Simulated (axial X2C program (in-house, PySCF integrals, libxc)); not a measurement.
**Which molecule gave these maps?**

PBE0 fields computed with an axial X2C code built on PySCF integrals, 2c, near the equilibrium distance, one atom at z = 0.

The maps cover the half plane through the axis: z from -2.4 to 6.0 Å along the bond, ρ from 0.15 to 2.25 Å away from it.

log10 of the density in e/bohr³:

```
 ρ\z  -2.4  -1.8  -1.2  -0.6   0.0   0.6   1.2   1.8   2.4   3.0   3.6   4.2   4.8   5.4   6.0
0.15  -3.0  -2.2  -1.2  -0.2   1.8  -0.2  -1.3  -2.0  -2.1  -1.9   0.2  -1.0  -2.6  -2.8  -3.2
0.45  -3.0  -2.3  -1.4  -0.5   0.4  -0.5  -1.4  -2.1  -2.1  -2.0  -1.0  -1.7  -2.6  -2.8  -3.2
0.75  -3.1  -2.4  -1.6  -0.9  -0.5  -0.9  -1.6  -2.2  -2.2  -2.2  -2.0  -2.3  -2.6  -2.9  -3.3
1.05  -3.2  -2.7  -1.9  -1.3  -1.0  -1.3  -1.9  -2.3  -2.3  -2.2  -2.3  -2.5  -2.7  -3.0  -3.3
1.35  -3.4  -2.9  -2.3  -1.7  -1.5  -1.7  -2.2  -2.4  -2.4  -2.3  -2.4  -2.6  -2.8  -3.1  -3.4
1.65  -3.5  -3.1  -2.7  -2.2  -2.0  -2.2  -2.5  -2.6  -2.5  -2.5  -2.5  -2.7  -2.9  -3.2  -3.5
1.95  -3.7  -3.4  -3.0  -2.7  -2.6  -2.7  -2.8  -2.7  -2.7  -2.6  -2.7  -2.8  -3.0  -3.3  -3.7
2.25  -3.9  -3.6  -3.3  -3.1  -3.0  -3.0  -3.0  -2.9  -2.8  -2.8  -2.9  -3.0  -3.2  -3.5  -3.8
```

Electron localisation function (collinear form, no current term, damped to 0 at low density):

```
 ρ\z  -2.4  -1.8  -1.2  -0.6   0.0   0.6   1.2   1.8   2.4   3.0   3.6   4.2   4.8   5.4   6.0
0.15  0.10  0.33  0.80  0.29  0.75  0.29  0.69  0.16  0.90  0.02  1.00  0.98  0.02  0.93  0.65
0.45  0.09  0.28  0.78  0.33  0.70  0.34  0.63  0.15  0.93  0.02  0.94  0.22  0.06  0.94  0.61
0.75  0.08  0.20  0.70  0.71  0.34  0.72  0.47  0.16  0.95  0.20  0.02  0.01  0.39  0.94  0.52
1.05  0.06  0.12  0.53  0.80  0.79  0.78  0.24  0.20  0.96  0.89  0.08  0.12  0.89  0.91  0.39
1.35  0.05  0.07  0.28  0.65  0.74  0.56  0.09  0.28  0.97  0.99  0.89  0.89  0.96  0.84  0.24
1.65  0.03  0.04  0.10  0.31  0.42  0.18  0.05  0.41  0.97  0.99  0.99  0.98  0.95  0.67  0.12
1.95  0.02  0.03  0.04  0.08  0.10  0.04  0.06  0.56  0.97  0.99  0.99  0.97  0.86  0.41  0.05
2.25  0.01  0.02  0.02  0.03  0.03  0.03  0.10  0.65  0.94  0.97  0.96  0.89  0.63  0.17  0.02
```

Task: Which molecule is it?
A. LiCs
B. BeRe
C. RuSn
D. TiTe

Result: A. LiCs, with Cs at z = 0 and Li at z = 3.735 Å, state Ω = 0 (closed shell), basis Cs dyall-cv3z [15s15p9d4f1g], Li dyall-cv3z [7s8p2d] (cores contracted in-house). The state is one determinant whose occupation by symmetry is held fixed; it was picked as the lowest of a PBE0 search that is not exhaustive.
